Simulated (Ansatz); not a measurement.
**Abstraction of H: AlHBr2 + C2H3O2 → AlBr2 + C2H4O2**

Species: AlHBr2 `[Br][AlH][Br]`, singlet; C2H3O2 `CO[C]=O`, doublet; AlBr2 `[Br][Al][Br]`, doublet; C2H4O2 (methyl formate) `COC=O`, singlet. A radical takes H: the energy is the difference in strength between the Al–H bond broken and the C–H bond made.

Shapes, held fixed at every level: PBE0-D4/def2-TZVP. Flexible molecules stand in one conformer, not always the lowest. Programs: Ansatz 0.2.0. The zero-point and thermal change to 298 K, harmonic and unscaled (PBE0-D4/def2-TZVP), is +13.9 kJ/mol.

```csv
level,kind,ΔH(298 K) (kJ/mol),less CCSD(T)/def2-TZVPP
MP2/def2-SVP,perturbation theory,-71.9,-4.4
HF/def2-SVP,Hartree–Fock,-60.0,+7.5
SPW92/def2-TZVPP,LDA,-90.3,-22.8
B3LYP-D4/def2-TZVPP,global hybrid,-70.0,-2.5
wB97M-V/def2-TZVPP,range-separated hybrid,-66.5,+1.0
CCSD(T)/def2-SVP,coupled cluster or CI,-64.1,+3.4
CCSD/def2-TZVPP,coupled cluster or CI,-67.2,+0.3
CCSD(T)/def2-TZVPP,coupled cluster or CI,-67.5,0.0
```

The highest level, CCSD(T)/def2-TZVPP, gives ΔH(298 K) = -67.5 kJ/mol; the levels span -90.3 to -60.0. The column of differences is taken from that level and isn't an error. No measured value is set beside it here. Open shells run unrestricted. Relativity is left out for Br. Outer-core shells of Br are correlated, in sets that cover them unevenly.
